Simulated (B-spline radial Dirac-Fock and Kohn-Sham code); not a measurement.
# Kohn-Sham estimates against Dirac-Fock for the levels of Ne⁵⁺

System: the Ne⁵⁺ ion, 1s2 2s2 2p1.

The density-functional columns are spherical, spin-unpolarised Dirac-Kohn-Sham results without Breit or QED terms: −ε is minus the orbital energy of the initial state and ΔSCF the difference of two total energies. The reference in the last column comes from multi-electron Dirac-Fock with separately optimised hole states, Breit and Lamb-shift corrections added in first order. All numbers are from a radial atomic solver, in eV; a selection of levels is shown.

```
level  PBE −ε  PBE ΔSCF  LDA −ε  LDA ΔSCF  Dirac-Fock
    K   994.9    1061.0   989.6    1055.1      1049.5
   L1   160.8     175.6   160.2     175.0       172.2
 L2,3   140.5     157.1   140.5     157.1       157.8
```

Question: Order the estimates of the K (1s) level by their distance from the Dirac-Fock value, nearest first.
A. PBE −ε
B. LDA ΔSCF
C. LDA −ε
D. PBE ΔSCF

Answer: B (5.6 eV), D (11.4 eV), A (54.6 eV), C (60.0 eV).

Values without a named source are computed, but for edge energies of neutral atoms, which are taken from tables.
